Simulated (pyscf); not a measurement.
Structures and frequencies: ωB97X-D3(BJ)/def2-SVP in PySCF. MP2 and CC: frozen core, UHF for open shells. ΔMP2 is the change of the MP2 total energy from the triple- to the quadruple-zeta basis. Singlets are restricted, triplets unrestricted.

Singlet (Å):
```xyz
5

N     -1.2876     0.1972    -0.0611
Ge    -1.5689    -0.9466     1.3082
Cl    -0.4460    -2.6211     0.4041
H     -1.6492     1.1464    -0.0696
H     -0.7561    -0.0384    -0.8952
```

Triplet (Å):
```xyz
5

N      0.6116    -0.7590    -0.1657
Ge    -0.5693     0.3999    -0.9915
Cl    -0.0674     2.5145    -0.8061
H      1.1287    -1.3785    -0.7882
H      0.2332    -1.2886     0.6186
```

Task: For these two minima of H₂N–Ge:–Cl (SMILES [NH2][Ge][Cl]), which spin state lies lower at CCSD(T)/def2-TZVPP + ΔMP2(QZVPP), and by how much (electronic energies)?

Result: The singlet, by 63.4 kcal/mol. Zero-point energy shifts E(triplet) − E(singlet) by -0.3 kcal/mol. Other isomers of H₂N–Ge:–Cl [singlet] were not searched in full and may lie lower. 

E(triplet) − E(singlet) by level (kcal/mol):

```json
[
 {"level": "ωB97X-D3(BJ)/def2-TZVP", "gap": "+63.5"},
 {"level": "PBE/def2-TZVP", "gap": "+58.8"},
 {"level": "r²SCAN/def2-TZVP", "gap": "+56.1"},
 {"level": "B3LYP-D3(BJ)/def2-TZVP", "gap": "+61.9"},
 {"level": "PBE0-D3(BJ)/def2-TZVP", "gap": "+58.1"},
 {"level": "M06-2X/def2-TZVP", "gap": "+56.6"},
 {"level": "ωB97M-D3(BJ)/def2-TZVP", "gap": "+63.9"},
 {"level": "HF/def2-TZVP", "gap": "+46.2"},
 {"level": "MP2/def2-QZVPP", "gap": "+64.0"},
 {"level": "CCSD/def2-TZVPP", "gap": "+59.6"},
 {"level": "CCSD(T)/def2-TZVPP", "gap": "+60.2"},
 {"level": "CCSD(T)/def2-TZVPP + ΔMP2(QZVPP)", "gap": "+63.4"}
]
```

The triplet is the lowest one reached from the SCF start used. The CCSD(T) − MP2 part came from Ansatz, without density fitting, on the same reference. The frozen core leaves the outer d or s,p core shells of the metals and heavy elements correlated in the MP2 and CC values, and def2-TZVPP describes them poorly, which can shift differences by a few kcal/mol. Elements up to Kr have no core potential and no relativistic terms here.
